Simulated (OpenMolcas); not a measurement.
**Yb3+: ligand-field states by method**

Yb3+ with 6 ligands (chloride) in trigonal antiprismatic coordination (D3d) at 2.47 Å, a polar angle of 50.9° against the regular 54.74°. A charge of +0.5 e stands 2.4 Å behind each ligand. Ligand basis ANO-RCC-VDZP.

```
Program             : OpenMolcas 26.06
Basis               : ANO-RCC-VDZP [7s6p4d2f1g]
Scalar Hamiltonian  : DKH2, point nucleus
Active space        : 13 electrons in 7 orbitals (4f)
State averaging     : 2S+1 = 2 odd, 7 roots
Spin-orbit coupling : RASSI with atomic mean-field integrals over the reference wave functions
```

I. CASSCF
II. SS-CASPT2, IPEA 0.25 Eh, imaginary shift 0.1 Eh (closed shells correlated: 5s 5p and the ligand valence shells)

Spin-free states (labels of D3, the rotations of D3d) in cm-1, each column counted from its own energy of the first state listed:

```
State  Degeneracy    I   II
   2E           2    0    0
  2A2           1  104  270
   2E           2  254  470
  2A2           1  424  760
  2A1           1  432  670
```

With spin-orbit coupling the lowest J multiplet is 371 (I), 602 (II) cm-1 wide, a factor of 1.62 from I to II.

χT at 300 K: I 2.48, II 2.36 cm3 K/mol.

Over all roots computed the reference weight is 0.65 in II; a low but even weight reflects the number of correlated electrons. Without dynamic correlation the ligand-field splitting of an f shell can come out too small, at times by half (holds for I). Splittings of an f shell from a small cluster at a set distance can be off by tens of per cent, mostly too small (holds for II). The distance lies 6 % under the 2.63 Å that this model takes as the normal distance (a Shannon-type radius plus a fixed donor radius); by an R⁻⁵ law this alone changes a d-shell field by about +37 %. No measured value stands beside these numbers; the geometry is a model, was not optimised and need not be the one that this ion takes.
